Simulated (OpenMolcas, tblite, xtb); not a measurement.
**SiH3O4 (SMILES [O][Si](O)(O)O): methods side by side**

The species is SiH3O4 (8 atoms), meant as a doublet with charge 0. As SMILES, `[O][Si](O)(O)O`. The coordinates come from a PBE0-D4/def2-TZVP relaxation. This is one conformer, not always the lowest.

Quantity: the vertical ionisation energy (to the singlet cation), in eV. The values are calculated.

| level | kind | program | value (eV) |
| --- | --- | --- | --- |
| IPEA1-xTB | semi-empirical | tblite | 16.14 |
| GFN1-xTB | semi-empirical | xtb | 17.07 |
| UHF/6-31G* (spherical functions) | Hartree–Fock | OpenMolcas | 14.04 |
| UPBE/6-31G* (spherical functions) | GGA | OpenMolcas | 11.38 |
| UPBE0/6-31G* (spherical functions) | global hybrid | OpenMolcas | 12.58 |
| UB3LYP/6-31G* (Cartesian functions) | global hybrid | OpenMolcas | 12.30 |

The values span 11.38 to 17.07 eV. The xTB values lack the empirical shift that such differences need.
